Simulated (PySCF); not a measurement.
Members of one series of related molecules.

All values: PBE0/pcSseg-1 (PySCF) at GFN2-xTB geometries, gas phase, one conformer each.

(1) Rank by HOMO–LUMO gap, lowest first.
A. `CC(C)c1ccccp1`
B. `ClC1=CP=C(C2CC2)C=C1`
C. `[SiH3]C1=CP=C(C2CC2)C=C1`

## Answers

(1) B (5.04 eV), C (5.25 eV), A (5.50 eV).

All values together:

| SMILES | change | formula | μ (D) | HOMO (eV) | LUMO (eV) | lowest IAO charge (e) | highest IAO charge (e) | lowest Hirshfeld charge (e) | highest Hirshfeld charge (e) |
| --- | --- | --- | --- | --- | --- | --- | --- | --- | --- |
| c1ccc(C2CC2)pc1 | parent | C8H9P | 1.44 | -6.71 | -1.43 | -0.368 (C) | +0.317 (P) | -0.106 (C) | +0.092 (P) |
| [SiH3]c1ccc(C2CC2)pc1 | H replaced by SiH3 | C8H11PSi | 1.51 | -6.79 | -1.54 | -0.358 (C) | +0.604 (Si) | -0.105 (C) | +0.312 (Si) |
| CC(C)c1ccccp1 | cPr replaced by iPr | C8H11P | 1.46 | -6.92 | -1.42 | -0.415 (C) | +0.331 (P) | -0.122 (C) | +0.098 (P) |
| Clc1ccc(C2CC2)pc1 | H replaced by Cl | C8H8ClP | 2.37 | -6.82 | -1.77 | -0.382 (C) | +0.344 (P) | -0.118 (C) | +0.112 (P) |

Conformers: `[cH:1]1[cH:2][cH:3][c:4]([CH:5]2[CH2:6][CH2:7]2)[p:8][cH:9]1` with C3–C4–C5–C6 -145°; `[SiH3:1][c:2]1[cH:3][cH:4][c:5]([CH:6]2[CH2:7][CH2:8]2)[p:9][cH:10]1` with C4–C5–C6–C7 -145°; `[CH3:1][CH:2]([CH3:3])[c:4]1[cH:5][cH:6][cH:7][cH:8][p:9]1` with C1–C2–C4–C5 -120°; `[Cl:1][c:2]1[cH:3][cH:4][c:5]([CH:6]2[CH2:7][CH2:8]2)[p:9][cH:10]1` with C4–C5–C6–C7 144°.

Question: Give the shifts from the parent, `c1ccc(C2CC2)pc1`.

Answer: 
```
               SMILES  change in μ (D)  change in HOMO (eV)  change in LUMO (eV)
[SiH3]c1ccc(C2CC2)pc1            +0.07                -0.08                -0.11
        CC(C)c1ccccp1            +0.02                -0.21                +0.01
    Clc1ccc(C2CC2)pc1            +0.93                -0.11                -0.34
```
